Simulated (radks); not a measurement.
Values are calculated unless marked as measured or tabulated.
The table gives one normalised radial function P(r) = r R(r) of F2+ in [He] 2s2 2p3 (r in bohr). Code: a radial shooting solver on a logarithmic mesh with Libxc functionals. Model: scalar-relativistic Kohn-Sham, PBE, spin-unpolarised, spherical densities, point nucleus.

r	P
0.01385	0.0046
0.01537	0.0056
0.01706	0.0068
0.01878	0.0082
0.02083	0.0100
0.02312	0.0122
0.02545	0.0146
0.02824	0.0178
0.03133	0.0216
0.03449	0.0257
0.03827	0.0312
0.04246	0.0377
0.04674	0.0448
0.05186	0.0539
0.05755	0.0647
0.06335	0.0765
0.07029	0.0914
0.07799	0.1089
0.08585	0.1277
0.09526	0.1511
0.1057	0.1782
0.1164	0.2066
0.1291	0.2416
0.1433	0.2810
0.159	0.3251
0.175	0.3699
0.1942	0.4229
0.2154	0.4801
0.2371	0.5362
0.2631	0.5997
0.292	0.6648
0.3214	0.7252
0.3566	0.7892
0.3957	0.8499
0.4356	0.9009
0.4833	0.9483
0.5363	0.9846
0.5903	1.0060
0.655	1.0140
0.7268	1.0045
0.8	0.9796
0.8877	0.9353
0.985	0.8741
1.084	0.8047
1.203	0.7185
1.335	0.6248
1.481	0.5279
1.63	0.4396
1.809	0.3491
2.007	0.2671
2.21	0.2012
2.452	0.1415
2.721	0.0945
2.995	0.0619
3.323	0.0368

Which n and l does it have? It may be an empty orbital.

Answer. n = 2, l = 1: the number of nodes gives n - l - 1 = 0, the rise at small r (about r^(l+1)) gives l, and the extent must fit the shell. The curve is that of 2p. 2p: eigenvalue -49.003 eV, 0 radial nodes, <r> = 0.896 bohr, 90 % of the charge inside 1.50 bohr.
